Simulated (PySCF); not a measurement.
Atomic charges against the basis set

Compound: C5H6N2.
Geometry (PBE0-D3(BJ)/def2-SVP, Å), atoms numbered from 1 in this order:
```
atom  x, y, z in Å
N1     2.3386   -0.0945    0.1136
C2     0.9737   -0.0903    0.0321
C3     0.2508    1.1085   -0.1519
C4    -1.1319    1.0443   -0.1860
C5    -1.7704   -0.1898   -0.0355
C6    -0.9622   -1.3084    0.1408
N7     0.3664   -1.2717    0.1713
H8     2.7744   -1.0052    0.0552
H9     2.8557    0.6855   -0.2635
H10    0.7751    2.0609   -0.2587
H11   -1.7152    1.9577   -0.3287
H12   -2.8573   -0.2805   -0.0559
H13   -1.4154   -2.2999    0.2610
```

PBE0 throughout (PySCF), one geometry, spherical d and f functions. Geometry: PBE0-D3(BJ)/def2-SVP; no solvent, vibrations or thermal averaging. The first 7 of 12 kinds of atom are listed.

Mulliken charges (e):

```json
{"basis": "STO-3G", "functions": "41", "N1": "-0.394", "C2": "+0.174", "C3": "-0.113", "C4": "-0.078", "C5": "-0.110", "C6": "+0.005", "N7": "-0.270"}
{"basis": "pcSseg-0", "functions": "75", "N1": "-0.737", "C2": "+0.442", "C3": "-0.231", "C4": "-0.202", "C5": "-0.318", "C6": "+0.112", "N7": "-0.677"}
{"basis": "6-31G", "functions": "75", "N1": "-0.787", "C2": "+0.372", "C3": "-0.139", "C4": "-0.167", "C5": "-0.180", "C6": "-0.011", "N7": "-0.449"}
{"basis": "6-31G*", "functions": "110", "N1": "-0.825", "C2": "+0.466", "C3": "-0.223", "C4": "-0.139", "C5": "-0.211", "C6": "+0.002", "N7": "-0.462"}
{"basis": "cc-pVDZ", "functions": "128", "N1": "-0.135", "C2": "+0.149", "C3": "-0.056", "C4": "+0.066", "C5": "-0.098", "C6": "+0.110", "N7": "-0.272"}
{"basis": "def2-SVP", "functions": "128", "N1": "-0.123", "C2": "+0.031", "C3": "-0.056", "C4": "+0.034", "C5": "-0.089", "C6": "+0.060", "N7": "-0.200"}
{"basis": "pcSseg-1", "functions": "149", "N1": "-0.411", "C2": "+0.363", "C3": "-0.169", "C4": "-0.015", "C5": "-0.211", "C6": "+0.143", "N7": "-0.477"}
{"basis": "aug-cc-pVDZ", "functions": "215", "N1": "-0.210", "C2": "+0.038", "C3": "+1.555", "C4": "+0.061", "C5": "+1.265", "C6": "-0.033", "N7": "-0.349"}
{"basis": "6-311+G(2d,p)", "functions": "225", "N1": "-0.513", "C2": "+0.359", "C3": "+0.019", "C4": "-0.211", "C5": "-0.057", "C6": "-0.136", "N7": "-0.388"}
{"basis": "def2-TZVP", "functions": "253", "N1": "-0.442", "C2": "+0.261", "C3": "-0.207", "C4": "-0.120", "C5": "-0.128", "C6": "-0.062", "N7": "-0.262"}
{"basis": "cc-pVTZ", "functions": "294", "N1": "-0.252", "C2": "+0.188", "C3": "-0.183", "C4": "-0.100", "C5": "-0.167", "C6": "-0.055", "N7": "-0.200"}
{"basis": "IGLO-III", "functions": "305", "N1": "-0.432", "C2": "+0.362", "C3": "-0.150", "C4": "-0.053", "C5": "-0.120", "C6": "+0.015", "N7": "-0.414"}
```

IAO charges (e):

```json
{"basis": "STO-3G", "functions": "41", "N1": "-0.382", "C2": "+0.135", "C3": "-0.187", "C4": "-0.124", "C5": "-0.181", "C6": "-0.057", "N7": "-0.223"}
{"basis": "pcSseg-0", "functions": "75", "N1": "-0.465", "C2": "+0.216", "C3": "-0.227", "C4": "-0.118", "C5": "-0.220", "C6": "-0.017", "N7": "-0.315"}
{"basis": "6-31G", "functions": "75", "N1": "-0.500", "C2": "+0.222", "C3": "-0.225", "C4": "-0.120", "C5": "-0.217", "C6": "-0.023", "N7": "-0.317"}
{"basis": "6-31G*", "functions": "110", "N1": "-0.503", "C2": "+0.253", "C3": "-0.226", "C4": "-0.109", "C5": "-0.217", "C6": "+0.003", "N7": "-0.335"}
{"basis": "cc-pVDZ", "functions": "128", "N1": "-0.498", "C2": "+0.254", "C3": "-0.231", "C4": "-0.112", "C5": "-0.222", "C6": "+0.001", "N7": "-0.331"}
{"basis": "def2-SVP", "functions": "128", "N1": "-0.486", "C2": "+0.248", "C3": "-0.228", "C4": "-0.109", "C5": "-0.219", "C6": "+0.003", "N7": "-0.330"}
{"basis": "pcSseg-1", "functions": "149", "N1": "-0.501", "C2": "+0.251", "C3": "-0.232", "C4": "-0.113", "C5": "-0.224", "C6": "+0.001", "N7": "-0.337"}
{"basis": "aug-cc-pVDZ", "functions": "215", "N1": "-0.526", "C2": "+0.257", "C3": "-0.233", "C4": "-0.114", "C5": "-0.227", "C6": "+0.001", "N7": "-0.343"}
{"basis": "6-311+G(2d,p)", "functions": "225", "N1": "-0.527", "C2": "+0.258", "C3": "-0.232", "C4": "-0.114", "C5": "-0.226", "C6": "+0.002", "N7": "-0.344"}
{"basis": "def2-TZVP", "functions": "253", "N1": "-0.523", "C2": "+0.260", "C3": "-0.233", "C4": "-0.113", "C5": "-0.227", "C6": "+0.003", "N7": "-0.343"}
{"basis": "cc-pVTZ", "functions": "294", "N1": "-0.520", "C2": "+0.260", "C3": "-0.234", "C4": "-0.114", "C5": "-0.227", "C6": "+0.002", "N7": "-0.341"}
{"basis": "IGLO-III", "functions": "305", "N1": "-0.527", "C2": "+0.258", "C3": "-0.233", "C4": "-0.115", "C5": "-0.227", "C6": "+0.001", "N7": "-0.344"}
```

**Question.** Which scheme is steadiest as the basis changes?

**Answer.** Largest range over the bases for any column: IAO 0.15 e, Mulliken 1.79 e. IAO charges move least and Mulliken charges most, counted in e. Without the minimal STO-3G basis the ranges are IAO 0.06, Mulliken 1.79 e.

**Question.** How much do the charges still move between the two largest bases, cc-pVTZ and IGLO-III?

**Answer.** At most, over all atoms: Mulliken 0.214 e, IAO 0.007 e.

**Question.** What do the same runs give for the total energy, the frontier levels and the dipole moment?

**Answer.** 
```json
{"basis": "STO-3G", "energy (Eh)": "-299.5035", "HOMO (eV)": "-3.94", "LUMO (eV)": "2.65", "μ (D)": "1.98"}
{"basis": "pcSseg-0", "energy (Eh)": "-302.6020", "HOMO (eV)": "-6.21", "LUMO (eV)": "-0.38", "μ (D)": "2.19"}
{"basis": "6-31G", "energy (Eh)": "-303.2092", "HOMO (eV)": "-5.95", "LUMO (eV)": "-0.09", "μ (D)": "2.20"}
{"basis": "6-31G*", "energy (Eh)": "-303.2895", "HOMO (eV)": "-5.89", "LUMO (eV)": "-0.06", "μ (D)": "2.00"}
{"basis": "cc-pVDZ", "energy (Eh)": "-303.3201", "HOMO (eV)": "-5.98", "LUMO (eV)": "-0.20", "μ (D)": "1.96"}
{"basis": "def2-SVP", "energy (Eh)": "-303.0818", "HOMO (eV)": "-6.08", "LUMO (eV)": "-0.30", "μ (D)": "2.01"}
{"basis": "pcSseg-1", "energy (Eh)": "-303.2612", "HOMO (eV)": "-6.21", "LUMO (eV)": "-0.47", "μ (D)": "2.02"}
{"basis": "aug-cc-pVDZ", "energy (Eh)": "-303.3397", "HOMO (eV)": "-6.22", "LUMO (eV)": "-0.57", "μ (D)": "1.97"}
{"basis": "6-311+G(2d,p)", "energy (Eh)": "-303.3835", "HOMO (eV)": "-6.22", "LUMO (eV)": "-0.57", "μ (D)": "2.00"}
{"basis": "def2-TZVP", "energy (Eh)": "-303.4082", "HOMO (eV)": "-6.18", "LUMO (eV)": "-0.49", "μ (D)": "1.98"}
{"basis": "cc-pVTZ", "energy (Eh)": "-303.4002", "HOMO (eV)": "-6.14", "LUMO (eV)": "-0.42", "μ (D)": "1.96"}
{"basis": "IGLO-III", "energy (Eh)": "-303.4142", "HOMO (eV)": "-6.22", "LUMO (eV)": "-0.56", "μ (D)": "1.98"}
```

The dipole is fixed by the density alone, so its range of 0.24 D shows that the density itself changes with the basis, not only its division among atoms.
